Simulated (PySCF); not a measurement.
Br₄OW, multiplicity 1. Atoms are numbered in the order given.

```xyz
6

W      0.0000     0.0000     0.3821
O      0.0000     0.0000     2.0782
Br     0.0000     0.0000    -2.1713
Br     2.0853    -1.2040     0.2962
Br    -2.0853    -1.2040     0.2962
Br     0.0000     2.4079     0.2962
```
Charge 0, spin multiplicity 1.

Coordinates come from a PBE0-D3(BJ)/def2-SVP optimisation. The spin state was assumed, not searched. The def2 effective core potentials stand for the cores of W; spin–orbit coupling is left out.

The numbers are results of HF/def2-TZVP in PySCF, not measurements.

Atomic charges (e):

```json
[
 {"atom": "W1", "Mulliken": "…", "Löwdin": "-0.13"},
 {"atom": "O2", "Mulliken": "…", "Löwdin": "-0.27"},
 {"atom": "Br3", "Mulliken": "…", "Löwdin": "-0.10"},
 {"atom": "Br4", "Mulliken": "…", "Löwdin": "0.17"},
 {"atom": "Br5", "Mulliken": "…", "Löwdin": "0.17"},
 {"atom": "Br6", "Mulliken": "…", "Löwdin": "0.17"}
]
```

**Question.** Fill in the missing entries. (An estimate is asked for; the answer gives what the named calculation found.)

**Answer.** 
- W1, Mulliken: 1.62
- O2, Mulliken: -0.47
- Br3, Mulliken: -0.43
- Br4, Mulliken: -0.24
- Br5, Mulliken: -0.24
- Br6, Mulliken: -0.24
